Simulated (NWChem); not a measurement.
System: trimethylsulfonium (C3H9S cation); SMILES C[S+](C)C

Input file for NWChem:

```
start job
memory heap 200 mb stack 900 mb global 1100 mb
charge 1
geometry units angstroms noautosym nocenter noautoz
  C      0.447669    -1.581712     0.291168
  S      0.000000     0.000000    -0.498677
  C      1.145968     1.178549     0.291168
  C     -1.593637     0.403163     0.291168
  H      0.421569    -1.488976     1.379415
  H      1.449480    -1.846951    -0.055381
  H     -0.266587    -2.332632    -0.055234
  H      1.078706     1.109578     1.379415
  H      0.874766     2.178762    -0.055381
  H      2.153412     0.935445    -0.055234
  H     -1.500275     0.379398     1.379415
  H     -1.886825     1.397187    -0.055234
  H     -2.324246    -0.331811    -0.055381
end
basis spherical
  * library 6-31g*
end
dft
  xc hfexch
  iterations 150
  mulliken
end
task dft energy
esp
  recalculate
  probe 0.07
  range 0.3
  factor 1.0
  spacing 0.02
end
task esp
```

Coordinates come from a B3LYP/6-31G* (spherical d) optimisation.

Atomic charges in e: unrestrained fits to the electrostatic potential beside Mulliken populations; buried atoms are poorly determined by the fit.

Atoms are numbered as in the input.

### Question
What results follow from this input? (Hartree-Fock/6-31G* (spherical d).) Quantities: ESP C1; Mulliken C1; ESP S2; Mulliken S2; ESP C3; Mulliken C3; ESP C4; Mulliken C4; relative RMS misfit of the potential (%).

### Answer
ESP C1: -0.05
Mulliken C1: -0.69
ESP S2: 0.21
Mulliken S2: 0.64
ESP C3: -0.05
Mulliken C3: -0.69
ESP C4: -0.04
Mulliken C4: -0.69
relative RMS misfit of the potential (%): 4
